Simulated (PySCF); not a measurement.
Computed IR spectrum (relative IR intensity) of a molecule C₄H₉NO. Coordinates come from a B3LYP-D3(BJ)/def2-SVP optimisation. Other conformers were not sampled. All values below come from PySCF with B3LYP-D3(BJ)/def2-SVP. Frequencies are harmonic and unscaled.

ν (cm⁻¹): 471 (vw), 599 (vw), 1020 (m), 1196 (m), 1304 (w), 1366 (vw), 1411 (w), 1427 (s), 1451 (vw), 1460 (w), 1478 (w), 1531 (m), 1784 (vs), 2995 (w), 3005 (m), 3046 (w), 3062 (w), 3118 (vw), 3179 (vw) (against the strongest line: vs over 80 %, s over 45 %, m over 15 %, w over 4 %, vw less)

Task: Which molecule gave these data?
A. CC/N=C/OC
B. CC(=O)N(C)C
C. C/C=N/CCO
D. CC/N=C\CO

Result: B, CC(=O)N(C)C
